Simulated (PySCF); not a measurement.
HgBr₂, SMILES [Br][Hg][Br].

Geometry: B3LYP-D3(BJ)/def2-SVP. The isomer is the one that the SMILES or the coordinates give; other isomers of the formula were not compared. The def2 effective core potentials stand for the cores of Hg; spin–orbit coupling is left out.

Two levels are set side by side: TDDFT-PBE/def2-SVPD (PySCF) and TDDFT-PBE0/def2-SVPD (PySCF). Vertical, same geometry. The lowest singlet is HOMO→LUMO 100 % with PBE and HOMO→LUMO 100 % with the other functional; states are paired by order. Differences are taken from unrounded values.

| quantity | TDDFT-PBE0 |
|---|---|
| lowest singlet excitation (eV) | 4.15 |
| lowest triplet excitation (TDA) (eV) | 3.74 |
| first bright state (f over 0.05) (eV) | 6.16 |
| its oscillator strength | 0.22 |

Task: What does TDDFT-PBE give, and how far is it from TDDFT-PBE0? (The exact figures need the calculation; the answer reports its results.)

Result: 
```csv
quantity,TDDFT-PBE,TDDFT-PBE minus TDDFT-PBE0
lowest singlet excitation (eV),3.63,-0.52
lowest triplet excitation (TDA) (eV),3.25,-0.50
first bright state (f over 0.05) (eV),5.71,-0.45
its oscillator strength,0.10,-0.12
```

Functionals without exact exchange tend to place singlet excitations lower, as here. Differences between two approximate levels are no errors against the true value.

Rough cost on one machine, each run with all the roots and properties that it gave: TDDFT-PBE0 against TDDFT-PBE about 3 times.
